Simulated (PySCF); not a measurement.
BH$_{7}$Si$_{2}$, CH$_{8}$BNSi (calculated)

Calculation on a computer-drawn molecule: the log of a Hartree-Fock and frozen-core CCSD(T) single point meant for a local Hartree-Fock minimum, with one planted fault or none, to be diagnosed. Offsets are logged minus clean, where the clean run is the same molecule without the fault. The reference is restricted for singlets and unrestricted otherwise, and also for a bond in bohr or an excited solution. Adding or removing an electron swaps singlet and doublet. The excited solution moves the top pair (singlet) or top alpha electron (doublet) to the lowest empty orbital. Highest occupied and lowest empty are orbital energies over both spins, largest force is the largest gradient component, triples share is (T) over the correlation energy, the T1 limit is 0.02 restricted and 0.045 unrestricted, electrons count all cores, a negative frequency is imaginary (commonest isotopes), and the dipole is about the centre of nuclear charge. Program: PySCF 2.14.0.

Common to all runs: meant charge 0; meant multiplicity 1; meant basis cc-pV(D+d)Z; logged electrons 40; logged SCF converged yes; possible faults no fault, one electron removed, one electron added, multiplicity raised by two, geometry at a saddle point, SCF held on an excited solution, minimal basis STO-3G, one bond length entered in bohr, all coordinates scaled.

(1) 
```xyz
10
formula=BH7Si2 logged_basis_functions=95 logged_spin_squared=0.6578 logged_highest_occupied=-9.5452 logged_lowest_empty=0.72294 logged_largest_force=0.021747 logged_T1_diagnostic=0.064648 logged_D1_diagnostic=0.27229 logged_triples_share=0.032317 logged_CC_converged=yes logged_dipole_magnitude=0.87965 logged_SCF_stable_within_its_kind=yes logged_energy_HF=-606.47117 logged_energy_CCSD(T)=-606.83615 planted_fault=one_bond_length_entered_in_bohr,row_3_of_the_drawn_bonds HF_energy_offset_from_clean_run=74.74 CCSD(T)_energy_offset_from_clean_run=74.48
B      0.4174    -1.7911     0.8118
Si     0.6096    -0.5099    -0.7571
Si     2.4843     0.8991    -0.3707
H      1.4759    -3.7961     0.8278
H     -0.2174    -1.4880     1.7838
H      0.8335    -1.2259    -2.0402
H     -0.5874     0.3569    -0.9166
H      2.3084     1.6612     0.8901
H      2.6426     1.8603    -1.4885
H      3.7240     0.0917    -0.2590
```

Units: logged_highest_occupied, logged_lowest_empty in eV; logged_largest_force in hartree/bohr; logged_dipole_magnitude in debye; logged_energy_HF, logged_energy_CCSD(T) in hartree; HF_energy_offset_from_clean_run, CCSD(T)_energy_offset_from_clean_run in kcal/mol.

Drawn bonds:
| atom | other atom | order |
| --- | --- | --- |
| 1 | 2 | 1 |
| 2 | 3 | 1 |
| 1 | 4 | 1 |
| 1 | 5 | 1 |
| 2 | 6 | 1 |
| 2 | 7 | 1 |
| 3 | 8 | 1 |
| 3 | 9 | 1 |
| 3 | 10 | 1 |

Notes: T1 above single-reference limit.

(2) 
```xyz
10
formula=BH7Si2 logged_basis_functions=95 logged_spin_squared=0 logged_highest_occupied=-5.6338 logged_lowest_empty=-3.8553 logged_largest_force=0.090459 logged_CC_converged=no logged_dipole_magnitude=3.7122 logged_SCF_stable_within_its_kind=no logged_energy_HF=-606.20611 planted_fault=SCF_held_on_an_excited_solution HF_energy_offset_from_clean_run=241.1
B      0.4174    -1.7911     0.8118
Si     0.6096    -0.5099    -0.7571
Si     2.4843     0.8991    -0.3707
H      0.9775    -2.8521     0.8202
H     -0.2174    -1.4880     1.7838
H      0.8335    -1.2259    -2.0402
H     -0.5874     0.3569    -0.9166
H      2.3084     1.6612     0.8901
H      2.6426     1.8603    -1.4885
H      3.7240     0.0917    -0.2590
```

Units: logged_highest_occupied, logged_lowest_empty in eV; logged_largest_force in hartree/bohr; logged_dipole_magnitude in debye; logged_energy_HF in hartree; HF_energy_offset_from_clean_run in kcal/mol.

Drawn bonds:
| atom | other atom | order |
| --- | --- | --- |
| 1 | 2 | 1 |
| 2 | 3 | 1 |
| 1 | 4 | 1 |
| 1 | 5 | 1 |
| 2 | 6 | 1 |
| 2 | 7 | 1 |
| 3 | 8 | 1 |
| 3 | 9 | 1 |
| 3 | 10 | 1 |

Notes: CCSD not converged.

(3) 
```xyz
12
formula=CH8BNSi logged_basis_functions=105 logged_spin_squared=0 logged_highest_occupied=-5.4027 logged_lowest_empty=-3.2512 logged_largest_force=0.099181 logged_CC_converged=no logged_dipole_magnitude=4.9581 logged_SCF_stable_within_its_kind=no logged_energy_HF=-410.2202 planted_fault=SCF_held_on_an_excited_solution HF_energy_offset_from_clean_run=239.7
B     -0.1498     0.7650    -1.9099
Si     0.1491     1.8520    -0.2155
C     -1.1289     1.5458     1.1300
N      1.7126     1.4665     0.4329
H      0.7623     0.4573    -2.6316
H     -1.2494     0.4353    -2.2678
H      0.0057     3.2836    -0.6362
H     -2.1303     1.8068     0.7758
H     -1.1366     0.4964     1.4369
H     -0.9219     2.1538     2.0161
H      2.4921     1.4428    -0.1991
H      1.9975     1.9040     1.2908
```

Units: logged_highest_occupied, logged_lowest_empty in eV; logged_largest_force in hartree/bohr; logged_dipole_magnitude in debye; logged_energy_HF in hartree; HF_energy_offset_from_clean_run in kcal/mol.

Drawn bonds:
| atom | other atom | order |
| --- | --- | --- |
| 1 | 2 | 1 |
| 2 | 3 | 1 |
| 2 | 4 | 1 |
| 1 | 5 | 1 |
| 1 | 6 | 1 |
| 2 | 7 | 1 |
| 3 | 8 | 1 |
| 3 | 9 | 1 |
| 3 | 10 | 1 |
| 4 | 11 | 1 |
| 4 | 12 | 1 |

Notes: CCSD not converged.

(4) 
```xyz
12
formula=CH8BNSi logged_basis_functions=105 logged_spin_squared=2.0125 logged_highest_occupied=-7.4263 logged_lowest_empty=-0.88105 logged_largest_force=0.051897 logged_T1_diagnostic=0.019721 logged_D1_diagnostic=0.12013 logged_triples_share=0.026549 logged_CC_converged=yes logged_dipole_magnitude=3.4904 logged_SCF_stable_within_its_kind=yes logged_energy_HF=-410.48834 logged_energy_CCSD(T)=-411.05753
B     -0.1498     0.7650    -1.9099
Si     0.1491     1.8520    -0.2155
C     -1.1289     1.5458     1.1300
N      1.7126     1.4665     0.4329
H      0.7623     0.4573    -2.6316
H     -1.2494     0.4353    -2.2678
H      0.0057     3.2836    -0.6362
H     -2.1303     1.8068     0.7758
H     -1.1366     0.4964     1.4369
H     -0.9219     2.1538     2.0161
H      2.4921     1.4428    -0.1991
H      1.9975     1.9040     1.2908
```

Units: logged_highest_occupied, logged_lowest_empty in eV; logged_largest_force in hartree/bohr; logged_dipole_magnitude in debye; logged_energy_HF, logged_energy_CCSD(T) in hartree.

Drawn bonds:
| atom | other atom | order |
| --- | --- | --- |
| 1 | 2 | 1 |
| 2 | 3 | 1 |
| 2 | 4 | 1 |
| 1 | 5 | 1 |
| 1 | 6 | 1 |
| 2 | 7 | 1 |
| 3 | 8 | 1 |
| 3 | 9 | 1 |
| 3 | 10 | 1 |
| 4 | 11 | 1 |
| 4 | 12 | 1 |

Q: Which fault was planted in the run of CH$_{8}$BNSi (entry 4)?
A: multiplicity raised by two

Further results for CH$_{8}$BNSi (entry 4):

- HF energy offset from clean run: 71.45 kcal/mol
- CCSD(T) energy offset from clean run: 75.42 kcal/mol
